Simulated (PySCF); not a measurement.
**Spectroscopy problems**

Theoretical values (PySCF 2.14.0 with density-fitted response routines): J couplings at B3LYP/pcJ-1 (spin–dipole term left out of most H,H and C,H couplings), NMR shieldings at PBE0/pcSseg-1/GIAO, GFN2-xTB structure. Non-relativistic, no solvent, a single conformation, averaged over atoms made equivalent by symmetry, fast rotation or ring inversion.

Chemical shifts δ = σref − σ; TMS for ¹H (σ = 31.72 ppm) and ¹³C (σ = 186.93 ppm), all at this level. Multiplet labels drop J under 1 Hz and among equivalent protons, and merge close values. Unscaled 3J(H,H) run several per cent high. Where no couplings were computed, multiplicities follow the n + 1 count of equivalent neighbours, and m marks all less simple cases (inequivalent or close neighbours, rings, F or P nearby). Shifts are as computed. Against solution values, carbons near 30 ppm lie about +3 ppm off and those near 130 ppm about +5 ppm; carbons on Cl a further +6 ppm. Of 1211 compounds with measured shifts, 218 miss one by over three times the rms of a fit or turn the order of signals round; such compounds aren't used in these exercises. Carbons bonded to Cl come out too deshielded.

Task: C6H12O2. ¹H NMR (500 MHz, computed): δ 4.31 (q, 2H), 2.15 (t, 2H), 1.69 (m, 2H), 1.28 (t, 3H), 1.09 (t, 3H). ¹³C{¹H} NMR (computed): δ 180.2 (C), 63.2 (CH2), 43.3 (CH2), 26.5 (CH2), 17.6 (CH3), 16.6 (CH3). Identify the compound.

Result: ethyl butyrate. Rings plus π bonds: 1 (no ring in the answer). 6 carbon signals for 6 carbons: no two carbons are equivalent. Carbon types of the structure: 1 × C, 3 × CH2, 2 × CH3, which accounts for all hydrogens. δC 180.2: ester carbonyl carbon; lone-pair donation from the attached heteroatom keeps it upfield of a ketone carbonyl. δC 63.2: sp3 CH2 bonded to O; deshielded by the electronegative neighbour. δC 26.5: sp3 CH2; a saturated carbon with 2 carbon neighbours and no heteroatom attached. δH 2.15: hydrogen on an sp3 CH2 α to a carbonyl; α to C=O.

The shifts were computed for this structure.

Task: C2H7ClSi2. ¹H NMR (500 MHz, computed): δ 6.98 (q, 1H), 4.28 (s, 3H), 4.25 (d, 3H). ¹³C{¹H} NMR (computed): δ 160.1, 141.1. What is it?

Result: SMILES C(/[SiH3])=C(/[SiH3])Cl. Rings plus π bonds: 1 (no ring in the answer). 2 carbon signals for 2 carbons: no two carbons are equivalent. Carbon types of the structure: 1 × C, 1 × CH, leaving 6 H on heteroatoms. δC 160.1: fully substituted alkene carbon; the olefinic region. δC 141.1: alkene CH; an sp2 carbon of a C=C bond. δH 6.98: hydrogen on an alkene CH; a vinylic proton, deshielded by the sp2 carbon and the C=C anisotropy. δH 4.28, 4.25: hydrogen on a silicon bonded to C.

This is the structure that produced the data.

Task: C3H6O3. ¹H NMR (300 MHz, computed): δ 3.89 (s, 6H). ¹³C{¹H} NMR (computed): δ 164.7 (C), 56.5 (CH3). Give a structure.

Result: SMILES COC(=O)OC. The formula gives 1 degree of unsaturation (no ring in the answer). 2 carbon signals for 3 carbons: some carbons are equivalent by symmetry or fast rotation. Carbon types of the structure: 1 × C, 2 × CH3, which accounts for all hydrogens. δC 164.7: carbonate carbon; lone-pair donation from the attached heteroatom keeps it upfield of a ketone carbonyl. δC 56.5: methyl carbon bonded to O; deshielded by the electronegative neighbour. δH 3.89: hydrogen on a methyl carbon bonded to O; its carbon carries O, hence the downfield position.

The shifts were computed for this structure.
